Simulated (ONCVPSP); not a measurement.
# Before and after: ONCV potential for Mo (Z = 42)

* Element: molybdenum
* Generator: ONCVPSP 4.0.1
* Type: optimised norm-conserving Vanderbilt (ONCV)
* Functional: Wu-Cohen
* Relativity: scalar-relativistic
* Frozen core: [Ar] 3d10
* Valence charge: 14
* Reference configuration: 4s2 4p6 4d5 5s1
* Partial waves: 4s+5s: rc 1.90 bohr, ncon 4, nbas 9, qcut 8.4 1/bohr, 2 projectors; 4p: rc 1.75 bohr, ncon 3, nbas 8, qcut 8.5 1/bohr, 1 projector; 4d: rc 1.60 bohr, ncon 4, nbas 8, qcut 5.6 1/bohr, 1 projector
* Local potential: polynomial inside 1.50 bohr (lpopt 5, dvloc0 0 Ha)
* Core correction: Teter function, fcfact 4.75, rcfact 1.2

All-electron outer shells of the reference configuration (Wu-Cohen, scalar-relativistic, ld1.x):

| shell | level (eV) | outermost node (bohr) | outermost maximum (bohr) |
| --- | --- | --- | --- |
| 3d | -221.03 | – | 0.32 |
| 4s | -64.33 | 0.51 | 0.99 |
| 4p | -38.46 | 0.52 | 1.06 |
| 5s | -4.12 | 1.34 | 2.93 |
| 4d | -3.76 | 0.53 | 1.38 |

Change: all radii but the core radius scaled by about 1.14 (s 2.18, p 2.00, d 1.82 bohr); local potential polynomial inside 1.72 bohr (lpopt 5, dvloc0 0 Ha).

Cutoffs: the cutoffs (Ha) at which the residual kinetic energy of the hardest occupied pseudo-wave falls to 1 and 0.1 mHa per electron; they do not see the model core or the augmentation charge, which bear on the density cutoff. Errors are all-electron minus pseudo energies relative to the spin-unpolarised reference configuration.

What does the change do?

The potential gets softer (25 Ha and 82 Ha → 17 Ha and 61 Ha); the bound ghost in d disappears; of the 3 tests that both files solve, the error grows in 1 and shrinks in 0 by more than 15 % and 0.3 meV (median size 2.0 → 2.0 meV). A larger radius leaves more room for a smooth pseudo-wave, so fewer plane waves are needed.

```tsv
quantity	base	changed
cutoff, loose	25 Ha	17 Ha
cutoff, tight	82 Ha	61 Ha
loose cutoff by channel	s 19 Ha, p 16 Ha, d 25 Ha	s 17 Ha, p 12 Ha, d 17 Ha
bound ghosts	d	none
GHOST(+) flags under 300 eV	none	none
tests with a reliable result	3 of 4	3 of 4
error for 4s2 4p6 4d5 5s0, meV [ΔE 6.89 eV]	-2.0	-2.0
error for 4s2 4p6 4d4 5s0, meV [ΔE 22.34 eV]	-1.4	-1.1
error for 4s2 4p6 4d3 5s0, meV [ΔE 49.07 eV]	+4.8	+24
rms error of d²Exc/dni dnj with the model core, mHa	0.43	0.39
```

 A true bound ghost makes a file unfit for plane-wave use even where its test errors are small: the radial tests pick states by their node count and pass the ghost by.
